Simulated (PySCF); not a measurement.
CH4AlIO2, SMILES C[O][Al]([OH])[I].

Geometry: B3LYP-D3(BJ)/def2-SVP. The structure was generated by enumeration; whether it is a known compound was not checked. The def2 effective core potentials stand for the cores of I; spin–orbit coupling is left out. Other conformers were not sampled.

These are PySCF with PBE/def2-TZVP values and carry that method's errors.

The molecule is in vacuum.

Computed frontier levels, gap, dipole moment and polarisability:
```json
{
  "highest_occupied_level": "-6.62 eV",
  "lowest_empty_level": "-1.74 eV",
  "orbital_gap": "4.88 eV",
  "dipole_moment": "0.385 e·Å",
  "quadrupole, principal values (traceless, Buckingham form, about the centre of nuclear charge)": "-3.52, -0.95, 4.47 D·Å",
  "mean_static_polarisability": "76.8 bohr³ (11.38 Å³)",
  "polarisability_principal_values": "60.7, 76.8, 93.0 bohr³"
}
```
